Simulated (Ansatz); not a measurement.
Cost and result for the atomization energy of CH4F2SSi, SMILES `CS[SiH](F)F` (9 atoms, 8 bonds).

Z-matrix (Å, degrees):
```
C
S 1 1.823
H 1 1.089 2 110.8
H 1 1.089 2 106.2 3 -118.5
H 1 1.089 2 110.8 3 123.0
Si 2 2.093 1 99.4 3 -61.3
F 6 1.589 2 111.4 1 -58.1
F 6 1.589 2 111.3 1 58.0
H 6 1.471 2 110.2 1 179.9
```

Charge 0, multiplicity 1. All single points use the PBE0-D4/def2-TZVP geometry. It is one conformer, not always the lowest. Program: Ansatz. All runs use 4 threads of an AMD EPYC 7R43 on a shared host. Times are those of one run each, without the atoms' runs, and a repeat can differ threefold. Electronic energies, without spin–orbit coupling; frozen cores. CCSD(T)/CBS adds CCSD(T) − MP2 in def2-TZVPP to the MP2 limit, and its time is that of the two runs behind it. T1 = 0.011. HSE06 is the plane-wave form, built on full-range PBE exchange.

CCSD(T)/CBS is a level of theory with its own doubt, some kJ/mol a heavy atom from the limit and from the frozen cores, so smaller differences don't rank the functionals.

```csv
level,functions,wall time,atomization (kcal/mol),difference from CCSD(T)/CBS,per bond
LDA (SPW92)/def2-TZVPP,233,1.3 s,932.8,109.8,13.7
revPBE-D4/def2-TZVPP,233,1.9 s,808.9,-14.1,-1.8
PBE-D4/def2-TZVPP (with forces),233,2.2 s,829.2,6.2,0.8
CAM-B3LYP-D4/def2-TZVPP,233,3.2 s,820.6,-2.4,-0.3
HSE06-D4/def2-TZVPP,233,3.2 s,815.2,-7.8,-1.0
CCSD(T)/def2-SVP,98,3.8 s,758.0,-65.0,-8.1
r2SCAN-D4/def2-TZVPP (with forces),233,4 s,822.2,-0.8,-0.1
r2SCANh-D4/def2-TZVPP,233,4.7 s,816.3,-6.7,-0.8
PBE-QIDH/def2-TZVPP,233,4.9 s,812.9,-10.1,-1.3
ωB97M-V/def2-TZVPP (with forces),233,8.5 s,822.7,-0.3,0.0
MP2/def2-QZVPP,431,17 s,833.5,10.5,1.3
CCSD(T)/def2-TZVPP,233,100 s,798.6,-24.4,-3.1
CCSD(T)/CBS(def2),–,2 min,823.0,0.0,0.0
```

From BLYP to BHLYP (50 % exact exchange), in def2-TZVPP and without D4, the atomization energy moves by −16.7 kcal/mol: exact exchange takes away binding that semilocal exchange gives to molecules. Leaving LDA and LC-ωPBE aside and taking each functional with its dispersion term where it has one, the values, not all of them listed here, spread over 36.5 kcal/mol, from BHLYP-D4 to PBE-D4. LDA lies +108.5 kcal/mol from PBE without D4, its usual overbinding. At CCSD(T), def2-SVP lies −65.1 kcal/mol from the extrapolated value and def2-TZVPP −24.4 kcal/mol: correlation converges slowly with the basis, and small sets miss more of it in the bonded molecule than in its fragments.
